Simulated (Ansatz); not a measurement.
Calculated with Ansatz (gas phase, PBE0-D4/def2-TZVP geometries, no zero-point term in ΔE). CCSD(T)/CBS adds triple-zeta CCSD(T) − MP2 to the extrapolated MP2 energy (def2 sets, frozen cores). DFT in def2-TZVPP. B3LYP here is the variant with VWN-RPA as its local correlation; programs differ in this. Each species was taken in one conformer, which may not be the lowest.

`C=C=C(O)[SiH3]` → `[SiH3]C1=CCO1`  (isomerisation)

`C=C=C(O)[SiH3]`:

Cartesian coordinates in Å:
```
C -0.843 -1.997 0.450
C -0.263 -0.944 -0.051
C 0.308 0.135 -0.518
O 0.957 0.217 -1.726
Si 0.284 1.725 0.472
H -1.891 -2.214 0.260
H -0.302 -2.699 1.079
H 0.919 -0.642 -2.161
H 1.674 2.159 0.767
H -0.393 2.795 -0.305
H -0.450 1.465 1.733
```

`[SiH3]C1=CCO1`:

Cartesian coordinates in Å:
```
Si 0.270 0.911 1.710
C -0.014 0.007 0.104
C 0.294 0.144 -1.194
C -0.453 -1.131 -1.435
O -0.731 -1.183 -0.007
H -1.027 1.304 2.316
H 1.007 0.045 2.665
H 1.071 2.118 1.390
H 0.836 0.853 -1.796
H 0.129 -2.001 -1.746
H -1.383 -1.066 -2.006
```

| level | ΔE (kJ/mol) | difference from CCSD(T)/CBS |
| --- | --- | --- |
| PBE-D4 | 16.2 | 1.5 |
| r2SCAN-D4 | 20.2 | 5.5 |
| PBE0-D4 | 10.3 | -4.4 |
| B3LYP-D4 | 29.6 | 14.9 |
| ωB97M-V | 14.3 | -0.4 |
| B2PLYP | 22.1 | 7.4 |
| PBE | 16.6 | 1.9 |
| B3LYP | 30.3 | 15.6 |
| HF/def2-TZVPP | 27.0 | 12.3 |
| MP2/def2-TZVPP | 7.9 | -6.8 |
| SCS-MP2/def2-TZVPP | 9.3 | -5.4 |
| CCSD/def2-TZVPP | 14.2 | -0.5 |
| CCSD(T)/def2-TZVPP | 13.4 | -1.3 |
| HF/def2-QZVPP | 26.8 | 12.1 |
| HF/CBS(def2) | 26.8 | 12.1 |
| MP2/CBS(def2) | 9.2 | -5.5 |
| CCSD(T)/CBS | 14.7 | 0 |

Largest T1 diagnostic among the species: 0.014.

From PBE to PBE0 (25 % exact exchange), in def2-TZVPP and without D4, ΔE moves by −6.1 kJ/mol. In def2-TZVPP, CCSD(T) changes the Hartree–Fock value by −13.5 kJ/mol (the triples alone add −0.8 kJ/mol) and MP2 by −19.0 kJ/mol.
